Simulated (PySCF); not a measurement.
C6H10Si2 (charge +1 and doublet state).
SMILES with atom numbers: `[SiH3:1][C:2]1=[CH:3][CH:4]=[C:5]([SiH3:6])[CH+:7][CH:8]1` (hydrogens: H9, H10, H11 on Si1; H12 on C3; H13 on C4; H14, H15, H16 on Si6; H17 on C7; H18 on C8)

Cartesian coordinates in Å at the PBE0-D3(BJ)/def2-SVP level; atoms count from 1:
```xyz
18
C6H10Si2 angstrom
Si     3.285    0.354   -0.357
C      1.399    0.148   -0.179
C      0.531    0.133   -1.307
C     -0.823   -0.019   -1.138
C     -1.400   -0.159    0.176
Si    -3.288   -0.349    0.355
C     -0.531   -0.143    1.304
C      0.822    0.009    1.136
H      3.620    0.368   -1.802
H      3.895   -0.785    0.389
H      3.601    1.642    0.331
H      0.947    0.239   -2.312
H     -1.480   -0.034   -2.013
H     -3.610   -0.497    1.795
H     -3.646   -1.546   -0.461
H     -3.871    0.880   -0.260
H     -0.948   -0.250    2.309
H      1.479    0.024    2.010
```

Method: PBE0-D3(BJ)/def2-SVP geometry optimisation, gas phase (PySCF 2.14.0).

Take the most abundant isotopes and a rigid rotor. 

(1) Give the principal moments of inertia and the rotational constants in cm⁻¹.

(2) Classify the top.

(3) What does the inertial defect say?

## Answers

(1) Ia = 104.30, Ib = 786.24, Ic = 878.49 u·Å²; 505379 MHz·u·Å²/I gives 4846, 642.8 and 575.3 MHz, that is A = 0.16163, B = 0.02144, C = 0.01919 cm⁻¹.

(2) A near-prolate asymmetric top; Ray's κ = -0.968.

(3) Not planar: Δ = Ic − Ia − Ib = -12.06 u·Å². For a rigid frame Δ = −2 Σ m c², so Σ m c² = 6.03 u·Å² lies off the ab plane, practically all of it from hydrogen. The atom farthest from that plane is 1.29 Å away.

The dipole components (about the centre of mass, as the species is charged) are |μa| = 0.00 D, |μb| = 0.00 D, |μc| = 0.01 D.

For this open shell read J as N, the rotation without spin; fine and hyperfine splittings come on top. No frequency check. ⟨S²⟩ = 0.765 (exact for a doublet: 0.75). Constants of a rigid frame at the computed geometry: no zero-point averaging, no centrifugal distortion. A rigid rotor knows nothing of internal rotation, which can split or shift real lines.

Hardware: one thread of an Arm Neoverse V2, shared host. Cost: 4.0 min wall. These figures are those of the optimisation.
